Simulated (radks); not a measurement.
The numbers below are computed, except where a source is named.
Orbital eigenvalues (eV) of the molybdenum ion Mo+, [Kr] 4d5, of relativity; Dirac values are averaged over j with weights 2j + 1. Spin-unpolarised spherical Kohn-Sham, BLYP, point nucleus unless stated (finite: rms radius 4.4091 fm), a radial shooting solver on a logarithmic mesh with Libxc functionals. A level marked "c x" has the speed of light scaled by that factor and shares open shells by 2j + 1; other Dirac levels either fill j = l - 1/2 first or share by 2j + 1.

shell  non-rel.
1s       -19336
2s      -2690.3
2p      -2478.8
3s      -461.33
3p      -380.05
3d      -231.01
4s      -67.390
4p      -44.350
4d      -10.517

Give the values at the level "Dirac, 2j+1 shares, finite nucleus".

Answer. 
shell  Dirac, 2j+1 shares, finite nucleus  change of magnitude (%)
1s                                 -19823                    +2.52
2s                                -2804.9                    +4.26
2p                                -2510.2                    +1.26
3s                                -482.72                    +4.63
3p                                -385.92                    +1.55
3d                                -227.54                    -1.50
4s                                -71.053                    +5.43
4p                                -45.246                    +2.02
4d                                -10.369                    -1.41
